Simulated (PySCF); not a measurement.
The complex VBr4 (charge 0) contains V(IV), shell d1. The structure is a PBE0-D3(BJ)/def2-SVP geometry optimised for multiplicity 2; coordination tetrahedral, point group D2d, metal–donor distances 2.27 Å.

The d shell alone is too small an active space for VBr4 (charge transfer from the heavy halide to so highly charged an ion is left out): its levels, fitted parameters, g values and moments show what this model gives and aren't sound predictions.

Method (PySCF 2.14, density fitting): CASSCF(1,5) with orbitals averaged over all microstates of the shell, strongly contracted NEVPT2 on the averaged canonical orbitals; basis x2c-TZVPall on the metal, x2c-SVPall elsewhere; spin-free X2C; gas phase; spin-orbit coupling by state interaction with the mean-field operator over all roots.

CASSCF energies above the lowest CASSCF root:

| state | CASSCF / cm⁻¹ |
| --- | --- |
| 2A1 (from 2E) | 0 |
| 2B1 (from 2E) | 243 |
| 2E (from 2T2) | 7696 |
| 2B2 (from 2T2) | 8525 |

Question: How does dynamic correlation (SC-NEVPT2) move these states?

Answer: 
| state | NEVPT2 / cm⁻¹ | shift / cm⁻¹ |
| --- | --- | --- |
| 2A1 (from 2E) | 0 | 0 |
| 2B1 (from 2E) | 204 | -39 |
| 2E (from 2T2) | 9366 | +1670 |
| 2B2 (from 2T2) | 10214 | +1690 |

In the ligand-field fit 10Dq goes from 7851 to 9546 cm⁻¹. The symmetry is lower than cubic, so 10Dq is the difference of the means of the two sets.

Charge-transfer states lie outside this active space and may come lower than some of these levels. 2B1 (from 2E) (204 cm⁻¹) lies within 300 cm⁻¹ of 2A1 (from 2E) at NEVPT2 level, inside the method's error: they are parts of one split term, whose order is undecided. NEVPT2 lifts 2E (from 2T2) from 7696 to 9366 cm⁻¹; on the d shell alone such lifts tend to overshoot. NEVPT2 on the d shell alone tends to put d–d bands too high for such charged or covalently bound ions.
